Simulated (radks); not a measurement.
Ta, 73 electrons, occupied as [Xe] 4f14 5d3 6s2 (the NIST ground configuration). Calculated with a radial shooting solver on a logarithmic mesh with Libxc functionals: scalar-relativistic Kohn-Sham, PBE, spin-unpolarised, spherical densities, point nucleus.

Unscreened Slater integrals over Kohn-Sham orbitals (hartree).

integral       value
F0(5d,5d)    0.40730
F2(5d,5d)    0.19964
F4(5d,5d)    0.12806
F0(5d,6s)    0.31362
G2(5d,6s)    0.10028
F0(5d,4f)    0.54827
F2(5d,4f)    0.11310
F4(5d,4f)   0.051680
G1(5d,4f)   0.045401
G3(5d,4f)   0.037712
G5(5d,4f)   0.028925
F0(5d,5p)    0.50045
F2(5d,5p)    0.22265
G1(5d,5p)    0.25293
G3(5d,5p)    0.15408
F0(6s,6s)    0.27384
F0(6s,4f)    0.36128
G3(6s,4f)  0.0097327
F0(6s,5p)    0.34480
G1(6s,5p)   0.024235
F0(4f,4f)     1.4502
F2(4f,4f)    0.69370
F4(4f,4f)    0.43616
F6(4f,4f)    0.31406
F0(4f,5p)    0.85079
F2(4f,5p)    0.27362
G2(4f,5p)    0.12696
G4(4f,5p)    0.10064
F0(5p,5p)    0.69643
F2(5p,5p)    0.37423

Derived for the open shells (J is the average intra-shell exchange parameter used in DFT+U). 5d: Racah B = F2/49 - 5 F4/441 = 0.002622 hartree, C = 35 F4/441 = 0.01016 hartree, C/B = 3.88, F4/F2 = 0.641, J = (F2 + F4)/14 = 0.02341 hartree.
